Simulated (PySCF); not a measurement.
**As⁺ (arsenic, charge +1): PBE calculation**

Configuration: [Ar] 3d10 4s2 4p2, high-spin 3P determinant. Computed with PySCF 2.14 in cc-pVDZ-PP with ECP10MDF, with scalar relativity through the core potential.

```
Total energy                                                  : -332.0392 hartree
One-electron energy                                           : -578.3829 hartree
Hartree (Coulomb) energy                                      : 272.9154 hartree
Exchange-correlation energy                                   : -26.5718 hartree
⟨S²⟩                                                          : 2.0016
⟨L²⟩                                                          : 2.007
Sum of ⟨r⟩                                                    : 20.05 bohr
Sum of ⟨r²⟩                                                   : 29.70 bohr²
Traceless quadrupole moment −½Σ⟨3z² − r²⟩ along its main axis : 2.37 e·bohr²
Time after the integrals                                      : 0.19 s of wall time on 1 thread of Neoverse-V2 (shared host)
```

| shell | electrons | mean orbital energy (hartree) | spread (hartree) | rms radius, mean of both spins (bohr) |
| --- | --- | --- | --- | --- |
| 3s α | 1 | -7.10009 | 0 | 0.645 |
| 3s β | 1 | -7.09523 | 0 | 0.645 |
| 3p α | 3 | -5.26292 | 0.01645 | 0.672 |
| 3p β | 3 | -5.25765 | 0.02094 | 0.672 |
| 3d α | 5 | -1.88076 | 0.01485 | 0.751 |
| 3d β | 5 | -1.87266 | 0.02158 | 0.751 |
| 4s α | 1 | -0.88040 | 0 | 2.01 |
| 4s β | 1 | -0.81641 | 0 | 2.01 |
| 4p α | 2 | -0.51364 | 0 | 2.49 |

Energies and moments cover only the electrons outside the core potential.
